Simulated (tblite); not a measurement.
`C1=C(Cl)C(=[C]C1=C)Cl` [radical] (doublet state). The geometry is computed with GFN2-xTB (gas phase). This method treats the open shell by occupation alone, without spin polarisation.

```
atom  x, y, z in Å
C1    -2.1326    0.0447   -0.1019
C2    -0.8029    0.1469   -0.0531
C3     0.0126    1.3394   -0.1338
C4     1.3083    1.0484   -0.0467
Cl5    2.6860    2.0366   -0.0812
C6     1.3962   -0.4310    0.1022
Cl7    2.8805   -1.2372    0.2476
C8     0.1568   -0.9566    0.0981
H9    -2.7587    0.9126   -0.2147
H10   -2.6220   -0.9116   -0.0290
H11   -0.1187   -1.9894    0.1865
```

Task: Work out the bond lengths C1=C2, C2–C8, C4–Cl5, C6–Cl7, C6=C8 in pm.

Result: For C1=C2 the difference vector is (1.3297, 0.1022, 0.0488) Å, of length 1.3345 Å. C1=C2 133.5; C2–C8 147.0; C4–Cl5 169.6; C6–Cl7 169.5; C6=C8 134.6 pm.

Task: How far apart are these pairs, which share no bond: C1···C3, C3···Cl7, Cl5···C8, Cl5···H11, C6···H9, H10···H11?

Result: C1···C3 2.506 Å (2 bonds apart); C3···Cl7 3.874 Å (3 bonds apart); Cl5···C8 3.923 Å (3 bonds apart); Cl5···H11 4.914 Å (4 bonds apart); C6···H9 4.378 Å (4 bonds apart); H10···H11 2.734 Å (4 bonds apart).

Task: Where is the centre of mass (commonest isotopes), and what is the radius of gyration?

Result: Mass 144.961 u; centre at (1.299, 0.278, 0.029) Å; Rg = √(Σ m r²/M) = 2.139 Å. As Ia + Ib + Ic = 2 Σ m r², the three principal moments sum to 1326.1 u·Å².

Task: Give the dihedral angles Cl5–C4–C6–Cl7, C3–C2–C8–H11, C4–C6–C8–H11, C1–C2–C8–C6, H10–C1–C2–C3.

Result: Cl5–C4–C6–Cl7 0° (synperiplanar); C3–C2–C8–H11 180° (antiperiplanar); C4–C6–C8–H11 180° (antiperiplanar); C1–C2–C8–C6 180° (antiperiplanar); H10–C1–C2–C3 180° (antiperiplanar). Dihedral signs follow IUPAC: positive where, seen along the central bond, the front bond turns clockwise onto the rear one.

Task: How far are the heavy atoms from their best plane (unweighted least squares)?

Result: 0.000 Å rms; none is more than 0.001 Å off.

Task: Write the matrix of distances between heavy atoms (Å, lower triangle).

Result: 
```
C1    0.000
C2    1.335  0.000
C3    2.506  1.447  0.000
C4    3.585  2.296  1.331  0.000
Cl5   5.214  3.968  2.763  1.696  0.000
C6    3.567  2.279  2.259  1.489  2.790  0.000
Cl7   5.186  3.946  3.874  2.790  3.296  1.695  0.000
C8    2.507  1.470  2.312  2.317  3.923  1.346  2.742  0.000
```

Its GFN2-xTB frequencies are all real (lowest 121 cm⁻¹).
